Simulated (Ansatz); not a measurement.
`CC(S)N[SiH3]` + H₂ → `[SiH3]NCS` + CH₄  (hydrogenolysis of a C–C bond)

Isolated molecules relaxed with PBE0-D4/def2-TZVP in Ansatz; ΔE leaves out vibrations. CBS: MP2 limit from def2 TZ/QZ plus the TZ coupled-cluster correction, frozen cores. This one scheme is used for every species. DFT in def2-TZVPP. B3LYP here is the variant with VWN-RPA as its local correlation; programs differ in this. Each species was taken in one conformer, which may not be the lowest.

**Question.** Is it downhill or uphill in electronic energy at CCSD(T)/CBS, and by how much? (Estimate.)

**Answer.** The calculation gave: Downhill: ΔE = -49.1 kJ/mol.

**Question.** What do these levels give: PBE0-D4, ωB97X-V, r2SCAN, B3LYP, HF/def2-TZVPP, MP2/def2-TZVPP, SCS-MP2/def2-TZVPP, CCSD/def2-TZVPP, CCSD(T)/def2-TZVPP, HF/CBS(def2), MP2/CBS(def2), CCSD/CBS(def2)? (Best estimate.)

**Answer.** Ansatz gave: PBE0-D4 -52.4, ωB97X-V -52.5, r2SCAN -53.0, B3LYP -66.8, HF/def2-TZVPP -76.9, MP2/def2-TZVPP -45.0, SCS-MP2/def2-TZVPP -51.1, CCSD/def2-TZVPP -55.9, CCSD(T)/def2-TZVPP -50.4, HF/CBS(def2) -76.8, MP2/CBS(def2) -43.6, CCSD/CBS(def2) -54.5 kJ/mol.

Largest T1 diagnostic among the species: 0.011.

The D4 term adds +11.9 kJ/mol with B3LYP and +6.6 kJ/mol with PBE0; it sums over pairs of atoms, weighted by their polarisabilities, and B3LYP, whose exchange is more repulsive, gets the larger term. In def2-TZVPP, CCSD(T) changes the Hartree–Fock value by +26.4 kJ/mol (the triples alone add +5.4 kJ/mol) and MP2 by +31.9 kJ/mol.
